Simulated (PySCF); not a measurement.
Te(Br)(OMe) (CH3BrOTe), SMILES CO[Te]Br.

Coordinates come from a B3LYP-D3(BJ)/def2-SVP optimisation. The structure was generated by enumeration, and PubChem lists no compound with its InChIKey, so it may never have been made. The def2 effective core potentials stand for the cores of Te; spin–orbit coupling is left out. One conformer was computed; it need not be the lowest.

All values below come from TDA-PBE/def2-SVPD run with PySCF 2.14.0.

Vertical excitations. Isolated molecule, no solvent.

Computed UV-visible absorptions:
```json
[
 {"state": "S1", "energy (eV)": "2.14", "λ (nm)": "580", "f": "0.002", "main pairs": "HOMO→LUMO 99 %"},
 {"state": "S2", "energy (eV)": "2.79", "λ (nm)": "444", "f": "0.000", "main pairs": "HOMO→LUMO+1 98 %"},
 {"state": "S3", "energy (eV)": "3.91", "λ (nm)": "317", "f": "0.015", "main pairs": "HOMO−1→LUMO 83 %"},
 {"state": "S4", "energy (eV)": "4.04", "λ (nm)": "307", "f": "0.007", "main pairs": "HOMO−2→LUMO 97 %"},
 {"state": "S5", "energy (eV)": "4.34", "λ (nm)": "285", "f": "0.002", "main pairs": "HOMO−3→LUMO 77 %, HOMO−1→LUMO+1 17 %"},
 {"state": "S6", "energy (eV)": "4.35", "λ (nm)": "285", "f": "0.004", "main pairs": "HOMO−1→LUMO+1 79 %, HOMO−3→LUMO 13 %"},
 {"state": "S7", "energy (eV)": "4.75", "λ (nm)": "261", "f": "0.005", "main pairs": "HOMO−4→LUMO 86 %"},
 {"state": "S8", "energy (eV)": "4.82", "λ (nm)": "257", "f": "0.000", "main pairs": "HOMO−3→LUMO+1 96 %"},
 {"state": "S9", "energy (eV)": "4.93", "λ (nm)": "252", "f": "0.037", "main pairs": "HOMO−2→LUMO+1 55 %, HOMO−4→LUMO+1 14 %, HOMO−4→LUMO 10 %"},
 {"state": "S10", "energy (eV)": "5.22", "λ (nm)": "238", "f": "0.044", "main pairs": "HOMO→LUMO+2 99 %"},
 {"state": "T1", "energy (eV)": "1.49", "λ (nm)": "831", "f": "0", "main pairs": "HOMO→LUMO 100 %"},
 {"state": "T2", "energy (eV)": "2.08", "λ (nm)": "597", "f": "0", "main pairs": "HOMO→LUMO+1 100 %"},
 {"state": "T3", "energy (eV)": "3.33", "λ (nm)": "373", "f": "0", "main pairs": "HOMO−1→LUMO 99 %"},
 {"state": "T4", "energy (eV)": "3.58", "λ (nm)": "346", "f": "0", "main pairs": "HOMO−2→LUMO 98 %"}
]
```
Triplets are in the Tamm–Dancoff approximation.
